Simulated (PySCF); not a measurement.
**Two-component Hartree-Fock for Te¹⁹⁺ (tellurium, charge +19)**

Start: [Ar] 3d10 4s2 4p3; 4p1/2 filled at m_j = -1/2, +1/2; 4p3/2 filled at m_j = +3/2. Calculated with PySCF 2.14 in an even-tempered Gaussian basis (18 s from 1.2 bohr⁻², ratio 2.8; 14 p from 1.5 bohr⁻², ratio 2.8; 9 d from 2.7 bohr⁻², ratio 2.8; 4 f from 8.4 bohr⁻², ratio 3): generalised Hartree-Fock with the X2C-1e Hamiltonian and a Gaussian nucleus; spin-orbit coupling (SO) screened by Boettger's factors.

```json
{"spinor shell": "1s1/2", "electrons": "2", "ε, screened SO (eV)": "-32498.2", "weight of nominal j (screened SO)": "1.000", "rms radius, screened SO (bohr)": "0.0318"}
{"spinor shell": "2s1/2", "electrons": "2", "ε, screened SO (eV)": "-5521.3", "weight of nominal j (screened SO)": "1.000", "rms radius, screened SO (bohr)": "0.130"}
{"spinor shell": "2p1/2", "electrons": "2", "ε, screened SO (eV)": "-5196.3", "weight of nominal j (screened SO)": "1.000", "rms radius, screened SO (bohr)": "0.112"}
{"spinor shell": "2p3/2", "electrons": "4", "ε, screened SO (eV)": "-4917.4", "weight of nominal j (screened SO)": "1.000", "rms radius, screened SO (bohr)": "0.117"}
{"spinor shell": "3s1/2", "electrons": "2", "ε, screened SO (eV)": "-1532.7", "weight of nominal j (screened SO)": "1.000", "rms radius, screened SO (bohr)": "0.340"}
{"spinor shell": "3p1/2", "electrons": "2", "ε, screened SO (eV)": "-1398.7", "weight of nominal j (screened SO)": "0.999", "rms radius, screened SO (bohr)": "0.332"}
{"spinor shell": "3d3/2", "electrons": "4", "ε, screened SO (eV)": "-1109.6", "weight of nominal j (screened SO)": "0.996", "rms radius, screened SO (bohr)": "0.315"}
{"spinor shell": "3d5/2", "electrons": "6", "ε, screened SO (eV)": "-1097.7", "weight of nominal j (screened SO)": "0.998", "rms radius, screened SO (bohr)": "0.318"}
{"spinor shell": "4s1/2", "electrons": "2", "ε, screened SO (eV)": "-616.16", "weight of nominal j (screened SO)": "1.000", "rms radius, screened SO (bohr)": "0.739"}
{"spinor shell": "4p1/2", "electrons": "2", "ε, screened SO (eV)": "-566.40", "weight of nominal j (screened SO)": "0.957", "rms radius, screened SO (bohr)": "0.760"}
{"spinor shell": "4p3/2", "electrons": "1", "ε, screened SO (eV)": "-554.75", "weight of nominal j (screened SO)": "1.000", "rms radius, screened SO (bohr)": "0.780"}
```

Problem. Where does 3p3/2 lie, and what is the 3p spin-orbit splitting (screened SO)?

Solution. At -1342.4 eV, 56.326 eV above 3p1/2.

| quantity | screened SO |
| --- | --- |
| E (hartree) | -6643.00380 |
| M_J | 3/2 |
| ⟨J²⟩ | 3.758 |
| ⟨L²⟩ | 1.534 |
| ⟨S²⟩ | 2.161 |

Each row is a mean over spinors that exchange with the open shell spreads, by up to 13.827 eV (4s1/2).

Breit and QED terms are absent; they matter most for the inner s and p1/2 levels.

Densities and radii are taken from the X2C orbitals without a picture-change correction, which distorts them close to the nucleus.
